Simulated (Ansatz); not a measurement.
Calculated with Ansatz (gas phase, PBE0-D4/def2-TZVP geometries, no zero-point term in ΔE). CCSD(T)/CBS is the MP2 limit (def2-TZVPP, def2-QZVPP) plus CCSD(T) − MP2 in def2-TZVPP, frozen cores. This one scheme is used for every species. One conformer a species, not always the lowest.

Consider the substitution at a C–Si bond: `O=C[SiH](O)O` + `C#CS` → `C#CSC=O` + `O[SiH2]O`.

`O=C[SiH](O)O`:

```xyz
9

O    -0.392   -1.920    0.729
C    -0.938   -0.977    0.199
Si    0.035    0.684    0.084
O     0.221    1.159   -1.469
O     1.440    0.310    0.824
H    -1.966   -1.111   -0.209
H    -0.684    1.796    0.738
H     0.825    0.664   -2.026
H     1.460   -0.605    1.130
```

`C#CS`:

```xyz
5

C     0.308    1.212    0.030
C    -0.020    0.076   -0.197
S    -0.496   -1.470   -0.648
H     0.600    2.212    0.244
H    -0.391   -2.030    0.571
```

`C#CSC=O`:

Cartesian coordinates in Å:
```
C 0.875 -1.517 1.115
C 0.515 -0.965 0.110
S 0.037 -0.243 -1.320
C -0.717 1.268 -0.726
O -0.820 1.612 0.406
H 1.191 -2.001 2.010
H -1.081 1.846 -1.595
```

`O[SiH2]O`:

Cartesian coordinates in Å:
```
O -1.214 -0.696 0.381
Si 0.044 -0.021 -0.430
O 1.119 0.742 0.548
H -1.024 -1.425 0.973
H 0.859 -1.049 -1.118
H -0.604 0.924 -1.368
H 0.820 1.524 1.014
```

```tsv
species	CCSD(T)/def2-TZVPP energy (Eh)
`O=C[SiH](O)O`	-554.97577
`C#CS`	-474.92279
`C#CSC=O`	-588.08223
`O[SiH2]O`	-441.82321
```

(1) Work out ΔE.

Largest T1 diagnostic among the species: 0.017.

Results:

(1) ΔE = (-588.08223) + (-441.82321) − (-554.97577) − (-474.92279) = -0.00688 Eh = -18.1 kJ/mol. CCSD(T)/CBS gives -18.0 kJ/mol.

Leaving LDA and LC-ωPBE aside and taking each functional with its dispersion term where it has one, the values, not all of them listed here, spread over 19.7 kJ/mol, from revPBE-D4 to ωB97M-V. From BLYP to BHLYP (50 % exact exchange), in def2-TZVPP and without D4, ΔE moves by +16.1 kJ/mol. In def2-TZVPP, CCSD(T) changes the Hartree–Fock value by −8.7 kJ/mol (the triples alone add −5.2 kJ/mol) and MP2 by −17.8 kJ/mol.
